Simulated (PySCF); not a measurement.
**UHF on Pb⁻ (lead, charge -1)**

Configuration: [Xe] 4f14 5d10 6s2 6p3, high-spin 4S determinant. All numbers are calculated (PySCF 2.14, scalar relativity through the core potential, in aug-cc-pVQZ-PP with ECP60MDF).

| Quantity | Value |
| --- | --- |
| Total energy | -191.867995 hartree |
| One-electron energy | -340.6938 hartree |
| Hartree (Coulomb) energy | 164.0003 hartree |
| Exchange energy | -15.1745 hartree |
| ⟨S²⟩ | 3.7601 |
| ⟨L²⟩ | 0.000 |
| Sum of ⟨r⟩ | 37.43 bohr |
| Sum of ⟨r²⟩ | 95.85 bohr² |

| shell | electrons | mean orbital energy (eV) | rms radius, mean of both spins (bohr) |
| --- | --- | --- | --- |
| 5s α | 1 | -161.93 | 0.925 |
| 5s β | 1 | -161.82 | 0.925 |
| 5p α | 3 | -98.839 | 1.05 |
| 5p β | 3 | -98.783 | 1.05 |
| 5d α | 5 | -23.199 | 1.40 |
| 5d β | 5 | -23.004 | 1.40 |
| 6s α | 1 | -11.628 | 2.65 |
| 6s β | 1 | -7.599 | 2.65 |
| 6p α | 3 | -1.455 | 4.23 |

Energies and moments cover only the electrons outside the core potential. Spin-orbit coupling, which splits the p, d and f shells strongly at this Z, is absent. Spin-orbit coupling is strong in this species (close to jj coupling), so the high-spin LS determinant is a model state, not a physical level.
